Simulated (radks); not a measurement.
Spherical quantum dot in the effective-mass picture: electrons in a hard-walled sphere of radius 1.49, with a point charge +1 (a donor) at the centre, all in effective atomic units (hartree* = m*/eps^2 hartree, bohr* = eps/m* bohr), one dielectric constant everywhere. Calculated with a radial shooting solver with Libxc functionals: non-relativistic Kohn-Sham, exchange-only LDA, spin-polarised, spherical densities. Levels are named by radial order and angular momentum (1s, 1p, 1d, 2s, ...), and open shells are averaged over m. Results are scaled to m* = 0.061 and eps = 13.4, for which hartree* = 9.244 meV and bohr* = 11.62 nm.

N = 24, configuration 1s2 1p6 1d10 2s2 1f(up 4, down 0). This is the lowest configuration that the search found. Occupied and some empty levels:

level,occupation,eigenvalue (meV),<r> (nm)
1s up,1,213.03,10.17
1s down,1,214.17,10.11
1p up,3,228.30,11.28
1p down,3,229.65,11.26
1d up,5,250.43,11.93
1d down,5,251.89,11.92
2s up,1,271.45,7.834
2s down,1,272.08,7.864
1f up,4,278.98,12.40
1f down,0,280.49,12.40
1g up,0,313.49,12.77
1g down,0,315.03,12.77
2p up,0,315.23,9.065
2p down,0,315.99,9.066
2d up,0,361.63,9.864
2d down,0,362.52,9.859

Energy (meV): total 3588.83, kinetic 1611.3, external -258.96, Hartree 2456.7, exchange-correlation -220.19.
